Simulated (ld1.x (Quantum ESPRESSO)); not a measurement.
**What one change does to a pseudopotential (Pm (Z = 61), TM semilocal)**

- Element: Pm
- Generator: ld1.x (Quantum ESPRESSO) 7.5
- Type: norm-conserving Troullier–Martins (semilocal form)
- Functional: PBEsol
- Relativity: scalar-relativistic
- Frozen core: [Kr] 4d10 5s2
- Valence charge: 13
- Reference configuration: 4f5 5p6 5d0 6s2 6p0
- Partial waves: 6s (bound): rc 3.85 bohr; 5d (bound, empty): rc 3.35 bohr; 4f (bound): rc 1.05 bohr; 5p (bound): rc 1.90 bohr
- Local potential: the p channel
- Core correction: Bessel-smoothed model core inside 0.95 bohr

Change: wave 5d (bound): rc 3.35 bohr becomes 5d (bound): rc 2.96 bohr.

Cutoffs: the cutoffs (Ry, on a coarse ladder) from which the occupation-weighted sum of valence levels, in a spherical-Bessel basis at the reference potential, stays within 10 and 1 mRy of its value at 400 Ry; they do not see the model core or the augmentation charge, which bear on the density cutoff. Errors are all-electron minus pseudo energies relative to the spin-unpolarised reference configuration.

Task: Predict the effect on cutoff, ghosts and configuration errors.

Result: The errors of the 7 common tests hardly move; the range in which the d phases agree widens (upper end 1.0 → 3.8); neither file shows a bound ghost at the reference potential, the only one tested. A semilocal file is local in each channel, so a ghost entry of none says nothing of the separable form that plane-wave codes build from it.

```tsv
quantity	base	changed
cutoff, loose	300 Ry	300 Ry
cutoff, tight	over 300 Ry	over 300 Ry
bound ghosts	none	none
error for 4f5 5p6 5d0 6s1 6p0, meV [ΔE 5.89 eV]	-1.7	-1.7
error for 4f5 5p6 5d0 6s0 6p0, meV [ΔE 16.73 eV]	-23	-23
error for 4f4 5p6 5d0 6s0 6p0, meV [ΔE 39.97 eV]	+11	+11
error for 4f5 5p6 5d1 6s0 6p0, meV [ΔE 7.09 eV]	-31	-34
error for 4f5 5p6 5d0 6s1.5 6p0, meV [ΔE 2.35 eV]	-0.5	-0.5
error for 4f5 5p6 5d1 6s1 6p0, meV [ΔE 1.86 eV]	-8.9	-10
error for 4f3 5p6 5d0 6s0 6p0, meV [ΔE 81.12 eV]	-834	-834
s: phases at 4.19 bohr within 0.05 rad from the reference energy up to (Ry; the scan ends near 5)	1.0	1.0
p: phases at 4.19 bohr within 0.05 rad from the reference energy up to (Ry; the scan ends near 5)	2.2	2.2
d: phases at 4.19 bohr within 0.05 rad from the reference energy up to (Ry; the scan ends near 5)	1.0	3.8
f: phases at 4.19 bohr within 0.05 rad from the reference energy up to (Ry; the scan ends near 5)	2.8	2.8
```

Base: These tests converged, but a pseudo level misses the all-electron one widely, so the file describes the atom poorly there or has found another state: 4f5 5p6 5d0 6s0 6p0: empty 6p by 6.7 eV. Changed file: These tests converged, but a pseudo level misses the all-electron one widely, so the file describes the atom poorly there or has found another state: 4f5 5p6 5d0 6s0 6p0: empty 6p by 6.7 eV.
